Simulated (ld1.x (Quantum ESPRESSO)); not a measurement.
**Cu, TM: configuration errors across variants**

Cu, norm-conserving Troullier–Martins (Kleinman–Bylander form), made with ld1.x (Quantum ESPRESSO) 7.5 (Wu–Cohen, scalar-relativistic). Core [Ar], reference 3d9 4s0 4p0 (charge +2). Waves: 4s (bound, empty): rc 1.50 bohr; 4p (bound, empty): rc 2.00 bohr; 3d (bound): rc 1.00 bohr. Local part: the d channel. Core correction: a·sin(br)/r model core, default radius (core density twice the valence density).

All-electron excitation energies from the reference (eV): (1) 3d10 4s1 4p0 -29.430; (2) 3d10 4s0 4p0 -21.338; (3) 3d8 4s0 4p0 39.033; (4) 3d10 4s0 4p1 -25.215; (5) 3d9 4s1 4p1 -22.525; (6) 3d9 4s1 4p0 -17.805; (7) 3d9 4s2 4p0 -27.447.

The default core radius of the base comes out at 0.36 bohr.

Tests that are not counted but printed errors over 1 eV. “all radii but the core radius scaled by about 1.35 (s 2.02, p 2.70, d 1.36 bohr)”: 3d10 4s1 4p0 (solver errors, printed error -899 eV). “wave 3d (bound): rc 1.00 bohr becomes 3d (bound): rc 1.54 bohr”: 3d10 4s0 4p1 (solver errors, printed error -893 eV).

4 further variants failed, have other tests or another functional or relativity, and are left out.

A true bound ghost makes a file unfit for plane-wave use even where its test errors are small: the radial tests pick states by their node count and pass the ghost by. Where a test does run into it, the solver fails or the error is huge.

Errors AE − PS in meV (a dash: test not solved or not reliable):

```csv
change,(1),(2),(3),(4),(5),(6),(7),bound ghosts
base,-16,-81,-229,-43,-15,-9.2,-20,"s, p"
"all radii but the core radius scaled by about 1.35 (s 2.02, p 2.70, d 1.36 bohr)",–,-117,-265,-81,-20,-12,-30,"s, p"
core correction a·sin(br)/r model core inside 0.76 bohr,-16,-81,-228,-43,-14,-9.2,-20,"s, p"
wave 3d (bound): rc 1.00 bohr becomes 3d (bound): rc 1.54 bohr,-91,-146,-275,–,-10,-4.3,-9.2,"s, p"
wave 4p (bound): rc 2.00 bohr becomes 4p (bound): rc 2.94 bohr,-16,-81,-229,-49,-19,-9.2,-20,"s, p"
local potential the p channel,-297,–,-659,-283,-34,-21,–,s
```

(1) Give the same row for: wave 4s (bound): rc 1.50 bohr becomes 4s (bound): rc 1.98 bohr.

Answers

(1) -14, -81, -229, -43, -21, -15, -37; bound ghosts: s, p.
